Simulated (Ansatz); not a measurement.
Harmonic frequencies (cm⁻¹) at PBE0-D4/def2-TZVP from Ansatz: 136, 137, 176, 758, 906, 910, 1071, 1123, 1136, 1409, 1442, 1488, 1617, 2481, 2560, 2973, 3046, 3080.

Problem. Which molecule is it?
A. `[SiH3]O[B]Cl`•
B. `B[N]C`•
C. `C=C[SiH]O`•
D. `N[Si]([SiH3])Cl`•

Solution. B.
